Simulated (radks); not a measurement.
Problem. Cl+, configuration [Ne] 3s2 3p4. Calculated with a radial shooting solver on a logarithmic mesh with Libxc functionals: scalar-relativistic Kohn-Sham, PBE, spin-polarised, spherical densities, finite nucleus; open shells are filled with parallel spins first; Fermi nuclear charge, rms radius 3.3654 fm. Some entries of the table are withheld. Estimate them.

| orbital | occ. | eigenvalue (hartree) | r(max) (bohr) | <r> (bohr) |
|---|---|---|---|---|
| 1s up | 1 | -101.5893 | 0.05947 | 0.09097 |
| 1s down | 1 | -101.5763 | 0.05946 | 0.09096 |
| 2s up | 1 | (1) | (2) | 0.4441 |
| 2s down | 1 | (3) | (4) | 0.4440 |
| 2p up | 3 | -7.51703 | 0.3015 | 0.4067 |
| 2p down | 3 | -7.50008 | 0.3018 | 0.4067 |
| 3s up | 1 | -1.21376 | 1.268 | 1.485 |
| 3s down | 1 | -1.13072 | 1.267 | 1.495 |
| 3p up | 3 | -0.74586 | 1.388 | 1.692 |
| 3p down | 1 | -0.66828 | 1.393 | 1.727 |

Solution. 
(1) 2s up eigenvalue (hartree): -9.75766
(2) 2s up r(max) (bohr): 0.3616
(3) 2s down eigenvalue (hartree): -9.74573
(4) 2s down r(max) (bohr): 0.3618
